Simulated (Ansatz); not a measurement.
CH7AsOSi can be A, `CO[AsH][SiH3]`, or B, `O[SiH2]C[AsH2]`.

Calculated with Ansatz (gas phase, PBE0-D4/def2-TZVP geometries, no zero-point term in ΔE). CBS: MP2 limit from def2 TZ/QZ plus the TZ coupled-cluster correction, frozen cores. DFT in def2-TZVPP. B3LYP here is the variant with VWN-RPA as its local correlation; programs differ in this. For As outer-core shells are correlated without core-valence functions, which leaves a few kJ/mol of doubt a bond. Scalar relativity is left out up to krypton. Each species was taken in one conformer, which may not be the lowest.

A:

Z-matrix (Å, degrees):
```
C
O 1 1.409
H 1 1.092 2 107.4
H 1 1.098 2 111.7 3 -118.8
H 1 1.098 2 112.2 3 119.2
As 2 1.809 1 114.9 3 -171.1
Si 6 2.372 2 93.0 1 -176.4
H 6 1.539 2 97.7 1 -84.9
H 7 1.484 6 111.6 2 47.1
H 7 1.485 6 109.0 2 -74.5
H 7 1.488 6 107.2 2 167.6
```

B:

Z-matrix (Å, degrees):
```
Si
C 1 1.861
O 1 1.652 2 114.1
H 1 1.491 2 107.7 3 -122.9
H 1 1.482 2 109.2 3 117.4
As 2 1.981 1 111.8 3 -176.1
H 2 1.093 1 111.7 3 -56.4
H 2 1.093 1 112.2 3 64.2
H 3 0.957 1 117.9 2 -74.9
H 6 1.526 2 95.8 1 47.8
H 6 1.527 2 95.9 1 -44.3
```

Q: Which is lower in electronic energy at CCSD(T)/CBS, and by how much? (An estimate is asked.)

A: The calculation gave: B, by 174.3 kJ/mol.

Q: Give E(B) − E(A) in kJ/mol with HF/def2-TZVPP, B3LYP-D4, B3LYP, PBE0-D4, PBE-D4, B2PLYP, MP2/def2-TZVPP. (Best estimate.)

A: The calculation gave: HF/def2-TZVPP -163.6, B3LYP-D4 -156.0, B3LYP -153.6, PBE0-D4 -161.2, PBE-D4 -150.4, B2PLYP -163.9, MP2/def2-TZVPP -182.8. None reverses the order clearly.

Largest T1 diagnostic: 0.012.

In def2-TZVPP, CCSD(T) changes the Hartree–Fock value by −8.1 kJ/mol (the triples alone add +1.0 kJ/mol) and MP2 by −19.2 kJ/mol. From PBE to PBE0 (25 % exact exchange), in def2-TZVPP and without D4, E(B) − E(A) moves by −11.1 kJ/mol.
